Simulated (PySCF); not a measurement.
A PySCF script (with the pyscf-properties extension) for the NMR shieldings of SMILES C=C([BH2-][NH2+]C)C(F)(F)F, C₄H₉BF₃N, on a GFN2-xTB geometry:

```python
import basis_set_exchange as bse
import numpy as np
from pyscf import gto, dft
from pyscf.prop import nmr

atoms = """
C    -2.064899   -1.709804   -0.030589
C    -1.232281   -0.680559    0.056990
B     0.151676   -0.535010   -0.768194
N     1.169556    0.407208    0.089978
C     2.496057    0.540693   -0.508420
C    -1.630158    0.446752    0.955451
F    -2.885825    0.427241    1.419828
F    -1.469936    1.667205    0.383526
F    -0.834879    0.504117    2.069504
H    -1.812719   -2.549347   -0.653444
H    -3.010738   -1.758865    0.487630
H     0.683671   -1.588251   -0.895142
H    -0.039389    0.027571   -1.799159
H     1.245357    0.010145    1.024201
H     0.740232    1.326182    0.173944
H     3.145358    1.183134    0.088470
H     2.947513   -0.444742   -0.599138
H     2.392643    0.959362   -1.507094
"""
names = dict.fromkeys(["C", "B", "N", "F", "H"], "pcSseg-1")
basis = {el: gto.basis.parse(bse.get_basis(n, elements=[el], fmt="nwchem")) for el, n in names.items()}
mol = gto.M(atom=atoms, basis=basis, charge=0, verbose=0)
mf = dft.RKS(mol, xc="PBE0")
mf.grids.level = 2
mf.grids.alignment = dft.numint.BLKSIZE   # the property module wants whole blocks of grid points
mf.conv_tol = 1e-9
mf.kernel()

calc = nmr.RKS(mf)   # GIAO
C = mf.mo_coeff
Co = C[:, mf.mo_occ > 0]
resp = mf.gen_response(singlet=True, hermi=2)
def vind(x):   # induced exchange potential for any number of trial vectors
    d = np.einsum("pi,xij,qj->xpq", C, 2 * x.reshape(-1, C.shape[1], Co.shape[1]), Co, optimize=True)
    return np.einsum("xpq,pi,qj->xij", resp(d - d.transpose(0, 2, 1)), C, Co, optimize=True).ravel()
mo1, _ = nmr.rhf.solve_mo1(calc, with_cphf=vind)
sigma = calc.kernel(mo1)
for i, s in enumerate(sigma):   # ppm
    print("%2d %-2s %9.2f" % (i, mol.atom_pure_symbol(i), np.trace(s) / 3))
```

Question: Give the expected output.

Answer: 
```
 0 C      56.76
 1 C      32.43
 2 B     117.85
 3 N     218.40
 4 C     153.13
 5 C      48.87
 6 F     262.68
 7 F     246.57
 8 F     235.35
 9 H      26.00
10 H      25.46
11 H      29.27
12 H      29.04
13 H      28.58
14 H      28.08
15 H      29.04
16 H      28.98
17 H      28.91
```

These numbers come from an equivalent density-fitted implementation of the same equations, which agrees with the script to about 0.01 ppm for H and up to a few tenths of a ppm for heavy atoms, so last digits may differ.

Size and cost of the density-fitted run: 198 basis functions, 49 s wall time on 1 thread of an Arm Neoverse V1, shared host; peak memory 0.89 GiB.
